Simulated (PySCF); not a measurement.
C₆ coefficients of unlike pairs at PBE

Calculated with PySCF 2.14 from the dipole response of each species, C₆(A,B) = (3/π) ∫ α_A(iu) α_B(iu) du, in atomic units, from isotropic polarisabilities. For ions this is the dispersion term alone; charge-induced terms of lower order in 1/R come first.

```json
{"species": "Nb", "configuration": "[Kr] 4d4 5s1 (6D)", "basis": "aug-cc-pVTZ-PP with one added diffuse shell each of s, p, d, f, g type with ECP28MDF (7s7p6d4f3g)", "relativity": "core potential", "α (bohr³)": "92.65", "C₆ (like pair)": "1044"}
{"species": "Ga", "configuration": "[Ar] 3d10 4s2 4p1 (2P)", "basis": "aug-cc-pVTZ-DK (7s6p4d2f)", "relativity": "spin-free X2C", "α (bohr³)": "62.04", "C₆ (like pair)": "516.6"}
{"species": "Se", "configuration": "[Ar] 3d10 4s2 4p4 (3P)", "basis": "aug-cc-pVQZ-DK (8s7p5d3f2g)", "relativity": "spin-free X2C", "α (bohr³)": "27.85", "C₆ (like pair)": "232.7"}
{"species": "Al⁺", "configuration": "[Ne] 3s2 (1S)", "basis": "dyall-acv3z (19s12p6d4f)", "relativity": "spin-free X2C", "α (bohr³)": "24.16", "C₆ (like pair)": "122.4"}
```

(1) Estimate C₆ for Se with Nb.

No spin-orbit coupling is included.

The other pairs:

```tsv
pair	C₆
Al⁺, Ga	248.4
Ga, Nb	733.0
Se, Ga	328.8
Al⁺, Se	165.5
Al⁺, Nb	350.0
```

Results:

(1) The integral gives 462.8. The combination rule 2 C_A C_B / (C_A α_B/α_A + C_B α_A/α_B) gives 446.5 and the geometric mean 492.9.
